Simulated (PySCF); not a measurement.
Compound: C3H5O4 (doublet state).
Cartesian coordinates in Å at the GFN2-xTB level; atoms count from 1:
```xyz
12
C3H5O4 angstrom
O      2.6609    0.3164   -0.5559
C      2.1956   -0.4482    0.2298
O      0.9680   -0.9625    0.2133
C      0.0774   -0.5040   -0.8037
O     -0.6505    0.5906   -0.3953
C     -1.6048    0.3593    0.5907
O     -2.3978    1.4301    0.8419
H      2.7312   -0.8680    1.0969
H      0.6566   -0.1860   -1.6785
H     -0.5665   -1.3651   -1.0317
H     -2.1292   -0.5869    0.5626
H     -1.9397    2.2235    0.5362
```

The hyperfine couplings belong to this conformer and change with its torsions.

As a line formula: `O=COCO[CH]O` [radical].

Theory: PySCF 2.14.0, UKS B3LYP, pcH-1 on C H O, non-relativistic, mean-field spin-orbit, GIAO. The structure is a single GFN2-xTB conformer in the gas phase; no vibrational or solvent corrections. A GFN2-xTB geometry isn't a minimum of the functional, and hyperfine couplings can be far from their values at a DFT geometry. No stability test was run, so a lower SCF solution isn't excluded.

Problem. What is the g tensor, term by term?

Solution. 
```tsv
Δg (ppm)	1	2	3
relativistic mass correction	-225	-225	-225
gauge correction	0	61	59
orbital Zeeman/spin–orbit	-33	1291	2089
total	-258	1127	1923
```

So g = 2.00206, 2.00345, 2.00424 and g_iso = 2.00325; the tensor is rhombic: the two nearest values differ by 36 % of g3 − g1. Axes: g3 points within 15° of the O7–H12 bond.

Problem. What are the electron Larmor frequencies g μB B/h along the three axes at 340 mT?

Solution. 9.5273, 9.5338, 9.5376 GHz for g1, g2 and g3, a range of 10.4 MHz.

Problem. At 34.066 GHz, how far is the centre of the isotropic spectrum from where a free electron (g = 2.002319) resonates?

Solution. B = hν/(g μB) with μB/h = 13.99624 MHz/mT gives 1215.56 mT for the free electron and 1214.99 mT at g_iso, 0.56 mT lower.

Problem. In a frozen sample, at which fields do the three g values resonate at 9.5, 34, 94 and 263 GHz (hyperfine left aside), and which band first spreads them over more than twice a line width of 0.5 mT?

Solution. 
```tsv
band	GHz	B(g3) mT	B(g2) mT	B(g1) mT	spread mT
X	9.5	338.66	338.79	339.03	0.37
Q	34.0	1212.04	1212.52	1213.36	1.32
W	94.0	3350.94	3352.27	3354.59	3.65
J	263.0	9375.49	9379.22	9385.70	10.22
```

The spread grows in proportion to the frequency. Q band is the first where it exceeds 1.0 mT.

Largest spin populations (Mulliken): C6 (+0.82), O7 (+0.11) and O5 (+0.06). No atom but C6 exceeds +0.15. The angles at C6 add up to 345.3°, so it is pyramidal.

The HOMO–LUMO gaps are 4.43 eV among the α and 7.39 eV among the β orbitals.
